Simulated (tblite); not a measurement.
Species: C10H9N.
Geometry (GFN2-xTB, Å), atoms numbered from 1 in this order:
```
atom  x, y, z in Å
C1    -3.7087   -0.1361   -0.1386
C2    -2.6109    0.5937    0.0216
C3    -1.2348    0.1303   -0.0782
C4    -0.8910   -1.2215   -0.3753
C5     0.4125   -1.6017   -0.4583
C6     1.4389   -0.6622   -0.2497
C7     2.8235   -0.7189   -0.2604
C8     3.2912    0.5674    0.0232
C9     2.2014    1.3911    0.2029
N10    1.0777    0.6546    0.0395
C11   -0.2213    1.0296    0.1205
H12   -3.6833   -1.1874   -0.3668
H13   -4.6878    0.3011   -0.0453
H14   -2.7106    1.6481    0.2509
H15   -1.6755   -1.9418   -0.5350
H16    0.6888   -2.6200   -0.6835
H17    3.4157   -1.5914   -0.4511
H18    4.3188    0.8684    0.0907
H19    2.1588    2.4378    0.4329
H20   -0.4087    2.0696    0.3484
```

Computed values, GFN2-xTB/tblite, gas phase, harmonic and unscaled. Against measured fundamentals such values can be off by several per cent, at times by over 20. One conformer, not necessarily the lowest.

Harmonic wavenumbers (cm⁻¹): 46.9, 133.7, 201.1, 203.9, 296.1, 381.1, 390.7, 400.8, 517.7, 540.6, 572.7, 600.4, 660.5, 696.4, 736.4, 738.1, 784.9, 796.2, 801.1, 836.2, 849.4, 878.8, 884.3, 902.8, 950.2, 1009.1, 1021.2, 1057.8, 1096.1, 1141.0, 1174.8, 1200.3, 1232.0, 1288.5, 1307.5, 1346.7, 1359.3, 1396.3, 1417.9, 1451.7, 1472.9, 1510.9, 1555.1, 1613.7, 1675.0, 3042.8, 3074.4, 3096.7, 3112.6, 3118.9, 3135.0, 3153.4, 3164.4, 3175.5.

A = 3489, B = 744.5, C = 613.6 MHz; mass 143.073 u (most abundant isotopes); point group Cs, symmetry number 1.

Zero-point energy?

Half the sum of the wavenumbers: 34601 cm⁻¹ = 98.93 kcal/mol.

What is S at 200 K and 1 bar for an ideal gas of classical rigid rotors and harmonic oscillators?

Translation 38.83, rotation 28.50, vibration 12.77: S = 80.1 cal/(mol K).

And Cp and H(200 K) − H(0)?

Cp = 25.34 cal/(mol K), of which vibrations give 17.40 (their classical limit is 54 R = 107.3); H(200 K) − H(0) = 3.07 kcal/mol without the zero-point energy, 1.48 from vibrations.

What must be added to the electronic energy to get the Gibbs energy at 200 K and 1 bar?

ZPE + [H(200 K) − H(0)] − T·S = 98.93 + 3.07 − 16.02 = 85.98 kcal/mol.

How do the functions run with temperature in this model?

```
 T (K)  S (cal/(mol K))  Cp (cal/(mol K))  H − H(0) (kcal/mol)  G − H(0) (kcal/mol)  ln q(vib)
    50             58.1              10.8                 0.46                -2.45       0.33
   100             66.8              14.8                 1.09                -5.59       1.01
298.15             92.5              37.9                 6.17               -21.42       4.68
373.15            102.1              47.1                 9.36               -28.72       6.35
   500            117.8              60.3                16.21               -42.67       9.40
   750            145.8              77.5                33.63               -75.70      15.62
  1000            169.6              88.1                54.42              -115.20      21.65
```

q(vib) and H(0) count from the zero-point level.

Which modes carry the vibrational entropy at 200 K?

46.9 cm⁻¹: 4.16; 133.7 cm⁻¹: 2.14; 201.1 cm⁻¹: 1.42; 203.9 cm⁻¹: 1.39; 296.1 cm⁻¹: 0.82; 381.1 cm⁻¹: 0.51 cal/(mol K); the other 48 give 2.34 together.

Blend soft modes into free rotors: weight 1/[1 + (100 cm⁻¹/ν̃)⁴] for the oscillator and the rest for a rotor with moment μB/(μ + B), μ = h/(8π²ν), B = 10⁻⁴⁴ kg m². What vibrational entropy results?

11.94 cal/(mol K) in place of 12.77, which changes −T·S at 200 K by +0.17 kcal/mol.

Hindered rotation and anharmonicity are outside this model. Other conformers, if any are populated, would add a mixing term that is left out.

Run on x86-64 server, one thread (shared host). The figure is for the frequency step alone.
